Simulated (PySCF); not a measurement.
C₅H₄N, charge -1, singlet, at a GFN2-xTB geometry (in this run its highest filled SCF level lies above zero, so its values depend strongly on the basis, on diffuse functions most of all). Base run: CAMB3LYP/STO-3G (PySCF).

The PySCF input:
```python
from pyscf import gto, scf, dft

mol = gto.M(
    atom='''
N    -0.00257057    0.00016295    1.38395379
C     0.00286033   -0.00018132   -1.53995306
C     0.01440886    1.12439782    0.66353930
C    -0.01687418   -1.12424154    0.66374596
C    -0.01481043   -1.15986852   -0.71297161
C     0.01745938    1.15970060   -0.71318479
H     0.02606951    2.04296628    1.26508679
H    -0.03076978   -2.04266832    1.26546228
H    -0.02765064   -2.14691273   -1.19244289
H     0.03208109    2.14663188   -1.19283749
''',
    basis='sto-3g',
    charge=-1,
    verbose=4,
)

mf = dft.RKS(mol)
mf.xc = 'camb3lyp'
mf.kernel()
```

The base run was repeated with changes; each row names its change, and settings that it needs were set with it.

```
change                                ΔE vs base (mEh)  grid points  electrons on the grid
------------------------------------  ----------------  -----------  ---------------------
base                                             0.000       123728               42.00001
grids.prune = dft.gen_grid.sg1_prune             0.032        55144               41.99998
small_rho_cutoff = 0                             0.000       123728               42.00001
grids.atom_grid = (75, 302)                      0.000       143848               42.00001
grids.level = 1                                  0.032        40912               42.00008
grids.level = 7                                  0.006       718048               42.00000
grids.level = 2                                  0.001        88520               42.00001
grids.prune = off                                0.000       196304               42.00001
grids.level = 0                                -10.432         8976               42.00339
grids.atom_grid = (150, 974)                     0.006       799320               42.00000
grids.level = 5                                  0.007       351168               42.00000
```
